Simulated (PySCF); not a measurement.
All of these have the formula C3H12BN. Theory: TDDFT PBE0/def2-SVPD, vertical, gas phase, core orbitals frozen in the response in PySCF. Geometries: PBE0-D3(BJ)/def2-SVP; one conformer of each isolated species.

A. `C[BH2-][NH2+]CC`
B. `CC(C)[BH2-][NH3+]`
C. `[BH3-][NH2+]CCC`

Lowest singlet levels (six at most, fewer where fewer were computed) with oscillator strengths:

1. 190 nm (f 0.012); 189 nm (f 0.010); 164 nm (f 0.002); 163 nm (f 0.001); 161 nm (f 0.004); 161 nm (f 0.005)
2. 199 nm (f 0.002); 186 nm (f 0.005); 170 nm (f 0.004); 166 nm (f 0.015); 164 nm (f 0.046); 161 nm (f 0.035)
3. 213 nm (f 0.004); 204 nm (f 0.005); 171 nm (f 0.006); 168 nm (f 0.025); 166 nm (f 0.016); 165 nm (f 0.042)

Task: Which spectrum belongs to which structure?

Result: 1 = C, 2 = A, 3 = B.
- A: S1 at 6.22 eV, HOMO→LUMO (96%); Löwdin shares by element: HOMO hydrogen 40% or more, boron 36%, carbon 10% or more; LUMO hydrogen 24% or more, carbon 17% or more, boron 12% (atoms not listed hold the other 47%); HOMO -7.25 and LUMO 0.02 eV; point group Cs.
- B: S1 at 5.82 eV, HOMO→LUMO (99%); Löwdin shares by element: HOMO carbon 45%, boron 26% (atoms not listed hold the other 29%); LUMO hydrogen 32% or more, boron 21%, nitrogen 14% (atoms not listed hold the other 33%); HOMO -7.12 and LUMO -0.24 eV.
- C: S1 at 6.53 eV, HOMO→LUMO (53%), HOMO-1→LUMO (42%); Löwdin shares by element: HOMO (one of a set within 0.03 eV) hydrogen 48% or more, boron 42%; LUMO hydrogen 22% or more, carbon 14% or more, boron 12% (atoms not listed hold the other 52%); HOMO -7.60 and LUMO 0.00 eV.
